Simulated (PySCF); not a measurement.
# Zn⁺ (zinc, charge +1) across methods

[Ar] 3d9 4s1 4p1, one real determinant (an excited configuration). Computed with PySCF 2.14 in aug-cc-pVTZ-PP with ECP10MDF (6s6p5d3f2g, 88 functions), with a scalar-relativistic core potential.

| method | E (hartree) | mean ε 3d β (eV) | mean ε 4s α (eV) | mean ε 4p α (eV) | Σ⟨r²⟩ (bohr²) | ⟨S²⟩ |
| --- | --- | --- | --- | --- | --- | --- |
| BLYP | -226.2595 | -27.258 | -17.452 | -10.476 | 27.34 | 3.750 |
| r2SCANh | -226.1878 | -28.718 | -18.440 | -11.429 | 27.00 | 3.751 |
| B3LYP | -226.3237 | -29.923 | -18.562 | -11.456 | 27.25 | 3.750 |
| PBE | -226.2828 | -27.288 | -17.583 | -10.711 | 27.33 | 3.750 |
| CAM-B3LYP | -226.2489 | -31.917 | -20.265 | -12.929 | 27.23 | 3.750 |
| LDA | -225.8608 | -27.430 | -17.862 | -10.733 | 27.25 | 3.750 |
| PBE0 | -226.2485 | -30.417 | -18.760 | -11.745 | 27.23 | 3.751 |
| r2SCAN | -226.1933 | -27.481 | -18.008 | -11.061 | 27.00 | 3.751 |
| UHF | -225.28704 | -38.832 | -21.742 | -14.474 | 27.45 | 3.751 |

⟨L²⟩ = 8.01 against 12 for a pure F term, so this real determinant mixes terms. Energies and moments cover only the electrons outside the core potential.
